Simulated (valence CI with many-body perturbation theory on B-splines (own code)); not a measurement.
Energy levels of Ge10+

Computed by valence CI with perturbative core correlation (CI+MBPT): four valence electrons over a frozen Dirac-Fock core [Ar], radial functions for each j: 7 s, 7 p, 8 d, 6 f, 4 g, 1 h, with the one-electron correlation potential Σ1 (screened to all orders), the two-electron term Σ2, the three-electron term Σ3, Breit, model QED; selected single and double excitations, second order for the rest, scaled by the run's own slope (own B-spline code, finite nucleus).

No measured spectrum was set against this ion. As an estimate, terms of the open shell hold to 2 to 4 % of their energy, and close levels can change places. Excitations out of the core, of the other parity, are not computed and may begin above about 64.6 eV (a cautious bound); beyond it only levels of the ground parity were kept, without lifetimes.

Levels 1 to 45 of 64, with energies above the lowest level, 3d4 5D_0. "Leading %" is the weight of the configuration and term that name the level; weights of strongly mixed levels are sums over their largest components and can fall short. In the jj column 3d3/2^4 stands for four electrons in 3d with j = 3/2. Lifetimes count E1, E2, E3, M1 and M2 decay at the calculated energies, and are blank where another channel may lead or the interval is too uncertain; long ones can be off by a factor of two.

```
No.  Configuration  Term  J  E (cm⁻¹)  Leading %  Lifetime               Leading jj  Second component
  1            3d4    5D  0         0         98             3d3/2^2 3d5/2^2 (62 %)                  
  2            3d4    5D  1       869         99    28.6 s     3d3/2^3 3d5/2 (59 %)                  
  3            3d4    5D  2      2358         99    5.38 s   3d3/2^2 3d5/2^2 (67 %)                  
  4            3d4    5D  3      4252         99    3.20 s   3d3/2^2 3d5/2^2 (48 %)                  
  5            3d4    5D  4      6408         99    3.71 s     3d3/2 3d5/2^3 (42 %)                  
  6            3d4    3P  0     40597         93   15.6 ms           3d3/2^4 (58 %)        4 % 3d4 1S
  7            3d4    3H  4     42920         84    405 ms     3d3/2^3 3d5/2 (56 %)        7 % 3d4 3G
  8            3d4    3H  5     44964         93    4.41 s   3d3/2^2 3d5/2^2 (86 %)        7 % 3d4 3G
  9            3d4    3P  1     45468         98   18.8 ms     3d3/2^3 3d5/2 (38 %)                  
 10            3d4    3H  6     46573         97    11.7 s   3d3/2^2 3d5/2^2 (56 %)                  
 11            3d4    3F  3     48332         70   39.5 ms   3d3/2^2 3d5/2^2 (57 %)       29 % 3d4 3G
 12            3d4    3F  2     48756         98   59.3 ms   3d3/2^2 3d5/2^2 (54 %)                  
 13            3d4    3F  4     49458         74   28.4 ms   3d3/2^2 3d5/2^2 (39 %)       13 % 3d4 3G
 14            3d4    3P  2     52063         96   31.5 ms     3d3/2 3d5/2^3 (41 %)                  
 15            3d4    3G  3     54743         70   78.8 ms     3d3/2 3d5/2^3 (61 %)       29 % 3d4 3F
 16            3d4    3G  4     55629         76    141 ms   3d3/2^2 3d5/2^2 (71 %)       14 % 3d4 3F
 17            3d4    3G  5     57068         93    148 ms     3d3/2 3d5/2^3 (86 %)        7 % 3d4 3H
 18            3d4    3D  3     66471         98   36.9 ms     3d3/2 3d5/2^3 (46 %)                  
 19            3d4    1I  6     66943         97   83.5 ms     3d3/2 3d5/2^3 (56 %)                  
 20            3d4    3D  2     67153         92   36.4 ms     3d3/2^3 3d5/2 (28 %)                  
 21            3d4    3D  1     68214         99   30.1 ms     3d3/2 3d5/2^3 (56 %)                  
 22            3d4    1G  4     68924         86   23.3 ms           3d5/2^4 (43 %)        7 % 3d4 3F
 23            3d4    1S  0     75006         95   16.0 ms     3d3/2 3d5/2^3 (58 %)        5 % 3d4 3P
 24            3d4    1D  2     84582         93   19.5 ms   3d3/2^2 3d5/2^2 (38 %)                  
 25            3d4    1F  3     94357         95               3d3/2 3d5/2^3 (56 %)                  
 26            3d4    3P  2    109910         98   21.3 ms   3d3/2^2 3d5/2^2 (58 %)                  
 27            3d4    3F  4    111620         98             3d3/2^2 3d5/2^2 (74 %)                  
 28            3d4    3F  2    112300         98   15.5 ms   3d3/2^2 3d5/2^2 (56 %)                  
 29            3d4    3F  3    112830         96               3d3/2 3d5/2^3 (81 %)                  
 30            3d4    3P  1    114780        100               3d3/2 3d5/2^3 (85 %)                  
 31            3d4    3P  0    117170         99                     3d5/2^4 (56 %)                  
 32            3d4    1G  4    127170         98               3d3/2 3d5/2^3 (62 %)                  
 33            3d4    1D  2    167110         99             3d3/2^2 3d5/2^2 (59 %)                  
 34            3d4    1S  0    216320         99             3d3/2^2 3d5/2^2 (66 %)                  
 35         3d3.4s    5F  1    873630         98                  3d3/2^3 4s (42 %)                  
 36         3d3.4s    5F  2    875010         98            3d3/2^2 3d5/2 4s (57 %)                  
 37         3d3.4s    5F  3    877100         98            3d3/2^2 3d5/2 4s (66 %)                  
 38         3d3.4s    5F  4    879740         98            3d3/2 3d5/2^2 4s (71 %)                  
 39         3d3.4s    5F  5    882740         98            3d3/2 3d5/2^2 4s (49 %)                  
 40         3d3.4s    3F  2    887600         97            3d3/2^2 3d5/2 4s (56 %)                  
 41         3d3.4s    3F  3    891150         97            3d3/2 3d5/2^2 4s (56 %)                  
 42         3d3.4s    3F  4    895060         96            3d3/2 3d5/2^2 4s (53 %)                  
 43         3d3.4s    5P  1    906790         95            3d3/2^2 3d5/2 4s (69 %)     4 % 3d3.4s 3P
 44         3d3.4s    5P  2    907330         90            3d3/2^2 3d5/2 4s (54 %)     8 % 3d3.4s 3P
 45         3d3.4s    5P  3    910760         99            3d3/2 3d5/2^2 4s (64 %)
```

The ionisation energy to 3d3 4F_3/2 of the next ion comes out as 286.87 eV (NIST: 286 ± 3 eV (theoretical)). All 64 levels together are meant to be complete up to 520750 cm⁻¹.
